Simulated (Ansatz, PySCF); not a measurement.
Species: sum formula SiCl₂F, net charge 1, singlet state. 
Structure (B3LYP-D3(BJ)/def2-TZVP (Ansatz, a program for electronic structure) minimum search):
```
Si
F 1 1.5415
Cl 1 1.9427 2 117.86
Cl 1 1.9427 2 117.86 3 180.00
```
Charge +1, spin multiplicity 1.

Total electronic energies in hartree. Valence correlation only, unless marked. No spin-orbit coupling. Non-relativistic. CBS marks a two-point X^-3 extrapolation of the correlation energy; Hartree-Fock from the larger set. [CCSD(T)-MP2]/basis is that difference in the basis named.

```
level                                                                             program  energy (Eh)
-------------------------------------------------------------------------  --------------  -----------
HF/6-31G                                                                           Ansatz  -1306.93914
HF/6-31G*                                                                          Ansatz  -1307.14194
HF/cc-pV(T+d)Z                                                                     Ansatz  -1307.31562
HF/aug-cc-pV(Q+d)Z                                                                 Ansatz  -1307.33724
HF-D4/def2-TZVPD                                                            PySCF + dftd4  -1307.31460
RI-HF/cc-pV(T+d)Z                                                                  Ansatz  -1307.31547
SVWN5/def2-TZVPD                                                                   Ansatz  -1304.90945
PBE-D3(BJ)/def2-TZVPD                                                      Ansatz + dftd3  -1309.03153
PBE-D4/def2-TZVPD                                                          Ansatz + dftd4  -1309.03171
revPBE-D3(BJ)/def2-TZVPD                                                   Ansatz + dftd3  -1309.38713
PBE0/STO-3G                                                                        Ansatz  -1294.25669
PBE0-D3(BJ)/def2-TZVP                                                      Ansatz + dftd3  -1309.12531
TPSSh/def2-TZVPD                                                                    PySCF  -1309.67767
CAM-B3LYP-D4/def2-TZVPD                                                    Ansatz + dftd4  -1309.65452
B2PLYP-D3(BJ)/def2-TZVPD                                                   Ansatz + dftd3  -1309.21947
B2PLYP/def2-TZVPD                                                                  Ansatz  -1309.21518
RPA@PBE/cc-pV(T+d)Z                                                                Ansatz  -1308.39825
MP2/STO-3G                                                                         Ansatz  -1292.71098
RI-MP2/cc-pV(Q+d)Z                                                                 Ansatz  -1308.11813
CCSD/cc-pV(T+d)Z                                                                   Ansatz  -1308.05980
CCSD(T)/cc-pV(D+d)Z                                                                Ansatz  -1307.79717
CCSD(T) with core electrons (1s frozen past Ne)/cc-pwCVTZ                          Ansatz  -1308.96727
RI-MP2/CBS(aug-cc-pV(T+d)Z,aug-cc-pV(Q+d)Z)+[CCSD(T)-MP2]/aug-cc-pV(T+d)Z          Ansatz   -1308.2328
```

Totals of different functionals don't rank their quality; only differences between species are comparable.
